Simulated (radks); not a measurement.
Task: The mean radii <r> (bohr) of the occupied orbitals of an atom or ion are listed with their occupations. Method: Dirac Kohn-Sham, PBEsol, spin-unpolarised, spherical densities, finite nucleus; Fermi nuclear charge, rms radius of each element as measured or else 0.836 A^(1/3) + 0.57 fm; computed with a radial shooting solver on a logarithmic mesh with Libxc functionals.

orbital  occ.     <r>
1s1/2       2  0.5811
4d3/2       1   20.21

Name the element and its charge. Open shells, if any, fill j = l - 1/2 first.

Result: Z = 3, lithium, charge 0: Li in [He] 4d1. The 1s radius gives Z: for a bare nucleus <r> = (2 gamma + 1)/(2Z) with gamma = sqrt(1 - (Z/c)^2), 0.4999 bohr for Z = 3, and screening makes it slightly larger (0.5811 here). The occupations add up to 3, and the charge is Z minus that.
